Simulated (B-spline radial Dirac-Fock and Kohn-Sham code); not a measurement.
**Subshell photoionisation cross sections of Cu⁸⁺ against photon energy**

System: copper as Cu⁸⁺, configuration [Ar] 3d3.

Level of theory: independent-particle photoionisation in a Dirac-Hartree-Slater potential with a Latter tail, all multipoles, thresholds from Dirac-Fock ΔSCF; a radial atomic solver. Values are in kb per electron; a dash marks an energy below the computed threshold. Values for outer subshells far above threshold carry numerical ripple of a few per cent.

```
hν (eV)      1s       2s     2p3/2        3s     3p1/2
    461       –        –         –      62.5      81.6
    800       –        –         –      24.5      28.9
   1000       –        –         –      16.4      18.0
 1253.6       –        –      91.8      10.8      10.8
   1310       –        –      81.6      10.0      9.75
   3740       –     6.96      4.06      1.21     0.617
   3980       –     6.11      3.35      1.06     0.515
   4000       –     6.05      3.30      1.05     0.508
   6000       –     2.47     0.911     0.418     0.150
 8047.8       –     1.25     0.347     0.211    0.0596
   8140       –     1.21     0.334     0.205    0.0575
  22800    1.08   0.0875   0.00921    0.0148   0.00177
59318.2  0.0664  0.00586  0.000268   0.00100  5.67e-05
  65800  0.0486  0.00432  0.000182  0.000739  3.88e-05
  91500  0.0179  0.00162  5.27e-05  0.000278  1.17e-05
```

At 91500 eV the multipoles beyond E1 give 22.9 % of 1s, 23.5 % of 2s, 35.6 % of 2p3/2, 23.5 % of 3s, 36.7 % of 3p1/2.
